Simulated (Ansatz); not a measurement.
A nudged elastic band was laid between two geometries of CH₄AlNOSe (9 atoms, charge 0, multiplicity 1).

Computed with RKS PBE/def2-mTZVP (Ansatz).

```
movable images  : 7
climbing image  : yes
spring          : 5.0 eV/Å²
optimiser       : quadratic models (default)
start path      : through a guess of the saddle point
force threshold : 0.05 eV/Å
iteration limit : 60
end points      : relaxed
```

Image 0:

```xyz
9
Properties=species:S:1:pos:R:3
O -0.305 1.072 1.138
C 0.066 0.121 0.177
Se 0.760 -1.557 1.073
N -0.906 -0.233 -0.862
Al 0.454 0.536 -1.684
H -0.832 0.614 1.831
H 1.626 -0.840 2.054
H -1.772 -0.734 -0.637
H 0.997 0.975 -3.107
```

Image 8:

```xyz
9
Properties=species:S:1:pos:R:3
O -0.358 0.698 1.438
C 0.082 0.009 0.294
Se 0.935 -1.685 0.949
N -0.895 -0.242 -0.752
Al 0.467 0.583 -1.558
H -0.940 1.419 1.116
H 1.651 -1.049 2.091
H -1.691 -0.866 -0.571
H 0.837 1.086 -3.024
```

Problem. Which bonds break or form, and what moves?

Solution. No bond is made or broken. The dihedral H6–O1–C2–N4 goes from 82 to -42°.

Problem. What energy profile does the band end with?

Solution. The forces met the threshold. The highest image is number 4 of 0 to 8, 2.5 kcal/mol above the first end and 0.5 kcal/mol above the last; the last end lies 2.1 kcal/mol above the first. A vibrational analysis at the climbing image gives one clearly imaginary mode, 247i cm⁻¹: a first-order saddle point.

| image | path coordinate (Å) | energy (kcal/mol) | dihedral H6–O1–C2–N4 (°) |
| --- | --- | --- | --- |
| 0 | 0.00 | 0.0 | 82 |
| 1 | 0.26 | 0.3 | 65 |
| 2 | 0.52 | 1.2 | 47 |
| 3 | 0.78 | 2.1 | 27 |
| 4 | 1.04 | 2.5 | 4 |
| 5 | 1.19 | 2.5 | -9 |
| 6 | 1.33 | 2.3 | -22 |
| 7 | 1.48 | 2.1 | -33 |
| 8 | 1.63 | 2.1 | -42 |

Problem. What is the geometry of the highest image?

Solution. 
```xyz
9
Properties=species:S:1:pos:R:3:forces:R:3
O -0.227 0.888 1.384 0.00 0.02 0.01
C 0.114 0.091 0.280 0.00 -0.01 0.00
Se 0.888 -1.669 0.924 0.00 0.00 0.00
N -0.916 -0.133 -0.722 0.02 0.00 -0.01
Al 0.481 0.583 -1.581 -0.01 0.00 0.01
H -1.180 1.096 1.286 0.00 -0.01 -0.01
H 1.708 -1.069 2.014 0.00 0.00 0.00
H -1.681 -0.792 -0.537 0.00 0.00 0.00
H 0.901 0.958 -3.067 0.00 0.00 0.00
```

Problem. What are the harmonic wavenumbers there?

Solution. 247i, 72, 185, 248, 287, 330, 365, 429, 510, 521, 666, 692, 710, 914, 1091, 1134, 1279, 1905, 2295, 3361, 3619 cm⁻¹.

Time of the run: 8.3 min on 2 threads of Arm Neoverse V1, on a shared host, peak memory 0.18 GiB.
